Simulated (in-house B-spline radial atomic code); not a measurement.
The numbers below are computed, except where a source is named.
Weak and strong correlation along the adiabatic connection

Two-electron singlets in several external potentials (atomic units), by full CI in B-splines with partial waves to l = 8 (correlation energies up to 0.6 % small). The repulsion is scaled by λ at fixed density; W(λ) is the mean repulsion less the Hartree energy, W(0) = E_x, and the area under W from 0 to 1 is E_xc.

Relative drop (W(λ) − E_x)/E_x:

| system | λ = 0.12 | λ = 0.25 | λ = 0.4 | λ = 0.6 | λ = 0.8 | λ = 1 |
| --- | --- | --- | --- | --- | --- | --- |
| ω²r²/2 − Z/r, ω = 0.467, Z = 0.7 | 0.0172 | 0.0342 | 0.0520 | 0.0731 | 0.0917 | 0.1081 |
| −V exp(−r²/w²), V = 2.66, w = 4.11 | 0.0224 | 0.0440 | 0.0660 | 0.0914 | 0.1129 | 0.1314 |
| −Z/r, Z = 1, wall at 12 bohr | 0.0336 | 0.0645 | 0.0945 | 0.1271 | 0.1535 | 0.1751 |
| ω²r²/2 − Z/r, ω = 1.83, Z = 0.5 | 0.0102 | 0.0207 | 0.0321 | 0.0463 | 0.0594 | 0.0715 |
| −Z/r, Z = 8 | 0.0023 | 0.0048 | 0.0077 | 0.0114 | 0.0151 | 0.0186 |
| ω²r²/2 − Z/r, ω = 0.174, Z = 1.5 | 0.0147 | 0.0295 | 0.0452 | 0.0643 | 0.0815 | 0.0970 |
| −Z/r, Z = 2, wall at 1 bohr | 0.0057 | 0.0117 | 0.0184 | 0.0269 | 0.0351 | 0.0429 |

Order the systems by how far second-order (GL2) theory, half the initial slope (estimated from the first points of each curve), overshoots the correlation energy, least first.
A. −Z/r, Z = 2, wall at 1 bohr
B. ω²r²/2 − Z/r, ω = 0.467, Z = 0.7
C. ω²r²/2 − Z/r, ω = 1.83, Z = 0.5
D. −Z/r, Z = 8
E. −V exp(−r²/w²), V = 2.66, w = 4.11
F. ω²r²/2 − Z/r, ω = 0.174, Z = 1.5
G. −Z/r, Z = 1, wall at 12 bohr

D (GL2/E_c = 1.03), A (GL2/E_c = 1.08), C (GL2/E_c = 1.14), F (GL2/E_c = 1.20), B (GL2/E_c = 1.25), E (GL2/E_c = 1.32), G (GL2/E_c = 1.45).

What else changes along this order?

The ratio follows the bend of the curve. With it the leading natural occupation goes from 1.999 to 1.900 and −T_c/E_c from 0.97 to 0.69 between the first and the last.
